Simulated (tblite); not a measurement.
Compound: C5H10GeSe.
SMILES with atom numbers: `[CH:1]#[C:2][Ge@@H:3]([CH2:4][CH3:5])[Se:6][CH3:7]` (hydrogens: H8 on C1; H9 on Ge3; H10, H11 on C4; H12, H13, H14 on C5; H15, H16, H17 on C7)

Computed with GFN2-xTB (tblite), gas phase: L-BFGS steps from a force-field or distance-geometry start until the largest atomic force falls under 0.01 eV/Å.

Step 0: E = -566.8308 eV
```
atom  x, y, z in Å  |  force x, y, z in eV/Å
C1      1.1331    3.1479   -0.8847    0.219   0.360  -0.234
C2      0.5965    2.2530   -0.2901    0.025   0.096   0.083
Ge3    -0.2092    0.8247    0.6695   -0.252   0.322   0.686
C4     -1.3497   -0.1852   -0.5605   -0.467  -0.529  -0.148
C5     -1.9666   -1.3874    0.1705   -0.336  -0.115  -0.233
Se6     1.4372   -0.5503    1.6223    0.015   0.052   0.154
C7      2.1747   -1.0098   -0.1216    0.290  -0.365  -0.528
H8      1.5903    3.9477   -1.4097   -0.098  -0.197   0.103
H9     -1.0950    1.4115    1.7989    0.314  -0.061  -0.237
H10    -0.7433   -0.5448   -1.4059   -0.335   0.193   0.087
H11    -2.1570    0.4680   -0.9352    0.430  -0.278   0.009
H12    -1.1730   -2.0734    0.5262   -0.492   0.374  -0.085
H13    -2.5808   -1.0413    1.0353    0.486  -0.354  -0.631
H14    -2.6165   -1.9428   -0.5423    0.339   0.252   0.619
H15     3.0704   -1.6373    0.0252   -0.434   0.287  -0.030
H16     2.4586   -0.0915   -0.6547   -0.106  -0.294   0.151
H17     1.4234   -1.5771   -0.7001    0.403   0.258   0.233
```

**Question.** Estimate the geometry and energy of step 1. (The exact step hangs on the optimiser's Hessian estimate; all steps are aligned on step 0, rigid shifts and turns removed.)

**Answer.** E = -566.8828 eV, largest force 0.642 eV/Å
```
atom  x, y, z in Å  |  force x, y, z in eV/Å
C1      1.1362    3.1531   -0.8881   -0.240  -0.417   0.285
C2      0.5968    2.2544   -0.2889    0.282   0.541  -0.201
Ge3    -0.2128    0.8293    0.6793   -0.204   0.163   0.363
C4     -1.3564   -0.1928   -0.5626   -0.180  -0.310   0.070
C5     -1.9714   -1.3891    0.1671   -0.051  -0.024  -0.151
Se6     1.4374   -0.5495    1.6245    0.044   0.032   0.058
C7      2.1788   -1.0150   -0.1292    0.099  -0.066  -0.198
H8      1.5889    3.9449   -1.4082    0.064   0.081  -0.084
H9     -1.0906    1.4106    1.7955    0.219   0.006  -0.107
H10    -0.7481   -0.5420   -1.4047   -0.247   0.118   0.000
H11    -2.1508    0.4640   -0.9351    0.232  -0.158  -0.056
H12    -1.1801   -2.0680    0.5249   -0.359   0.254  -0.052
H13    -2.5738   -1.0463    1.0263    0.274  -0.234  -0.379
H14    -2.6117   -1.9392   -0.5334    0.068   0.022   0.323
H15     3.0642   -1.6332    0.0247   -0.141   0.078   0.000
H16     2.4571   -0.0957   -0.6525   -0.056  -0.177   0.064
H17     1.4291   -1.5734   -0.6968    0.199   0.091   0.065
```

The energy changes by -0.0520 eV. The first-order estimate −F·Δx gives -0.0735 eV and the mean of the old and new forces, exact on a quadratic surface, -0.0520 eV. The step makes an angle of 0° with the force vector and moves no atom by more than 0.012 Å.

What follows is the cost of the whole relaxation. The run took 0.92 s of wall time on AMD EPYC 7R43, one thread, no GPU (shared host).
